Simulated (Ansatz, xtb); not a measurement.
**Isomers of CH7AsB+ in order of energy**

3 gas-phase structures of CH7AsB+, found in a search over its isomers (lower ones may exist). Each was relaxed with GFN2-xTB:

A. `CB[AsH3+]`, a singlet
B. `B[AsH2+]C`, a singlet
C. `BC[AsH3+]`, a singlet

Question: Make a reasoned guess at their ranking by r2SCAN-D4/def2-SVP single-point energy.

Answer: Calculated order at r2SCAN-D4/def2-SVP: A (0.0), B (9.8), C (13.3) kcal/mol.

Energies above the lowest of each column, in kcal/mol; the last columns are at PBE-D3(BJ)/def2-SVP geometries:

```
structure  GFN2-xTB  HF/STO-3G  r2SCAN-D4/def2-SVP  PBE-D3(BJ)/def2-SVP  CCSD(T)/def2-TZVP
        A       0.1        0.0                 0.0                  0.0                0.0
        B       0.0        1.2                 9.8                 10.4                4.8
        C       9.4        8.7                13.3                 14.6               10.4
```

Every level run on A puts it lowest or level with the lowest. Flexible structures stand in one conformer each, not always the lowest.

Programs: Ansatz 0.2.0, xtb 6.7.1.
